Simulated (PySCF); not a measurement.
All values below come from ωB97X-D3(BJ)/def2-TZVP // PBE0-D3(BJ)/def2-SVP (PySCF). Isolated molecules, 0 K electronic values unless said otherwise. One relaxed conformer stands for a flexible species; it need not be the lowest. Delta-SCF ions had no search for a lower state. Excitations are Tamm–Dancoff values on a coarser integration grid. The basis has no diffuse functions, so Rydberg states are missing or too high.

Reference species (SMILES): `C=C([SiH3])c1cccc(F)c1` (Si–C–C–C torsion 144°) (neutral, multiplicity 1).

The vertical ionisation energy (Delta-SCF) is 8.79 eV and the brightest of the four lowest singlets (TDA) is 5.62 eV. The S1–T1 gap (TDA) is 1.66 eV and the T1 excitation (TDA) is 3.61 eV.

Changed species: `C=C([SiH3])c1ccccc1F` (Si–C–C–C torsion 145°).

Q: Predict the effect on the vertical ionisation energy (Delta-SCF), brightest of the four lowest singlets (TDA), S1–T1 gap (TDA) and T1 excitation (TDA).

A: the vertical ionisation energy (Delta-SCF) drops by 0.08 eV, to 8.71 eV; the brightest of the four lowest singlets (TDA) hardly moves; the S1–T1 gap (TDA) increases by 0.03 eV, to 1.69 eV; the T1 excitation (TDA) falls by 0.07 eV, to 3.54 eV.
